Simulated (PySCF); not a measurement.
## Trend along group 14: MMg cations

PBE with double-zeta basis sets in PySCF, for the lowest determinant that a PBE0 search found; no spin–orbit coupling. De refers to high-spin ground-configuration atoms (the charge goes to the atom of lower measured ionisation energy or higher electron affinity, which is not always the lowest computed limit). A positive dipole points towards Mg; it is taken about the centre of mass and depends on that origin.

| M | basis | charged atom | state (unpaired electrons) | Re (Å) | ωe (cm⁻¹) | De (eV) | μ (D) |
| --- | --- | --- | --- | --- | --- | --- | --- |
| C | x2c-SVPall | Mg+ | quartet (σ ↑, π ↑↑) | 2.029 | 591 | 1.58 | 5.88 |
| Si | cc-pVDZ/cc-pV(D+d)Z | Mg+ | doublet (π ↑) | 2.723 | 274 | 2.00 | 3.93 |
| Ge | def2-SVPD | Mg+ | doublet (π ↑) | 2.781 | 218 | 2.09 | 6.39 |
| Sn | x2c-SVPall | Sn+ | doublet (π ↑) | 2.960 | 191 | 1.91 | 6.69 |
| Pb | def2-SVP | Pb+ | doublet (π ↑) | 3.029 | 175 | n/a | 7.06 |

The shortest bond is that of MgC⁺ (2.029 Å), the longest that of MgPb⁺ (3.029 Å).

The rows differ in basis set, which adds steps of its own.

The state changes along the series, so neighbouring rows are not always alike in their bonding.

Spin–orbit coupling is left out, which matters for elements this heavy, above all for dissociation energies. For an ion De counts to the pair picked by the measured ionisation energies or electron affinities, which need not be the lowest pair at this level. States were picked by a PBE0 search and need not be the measured ground states.
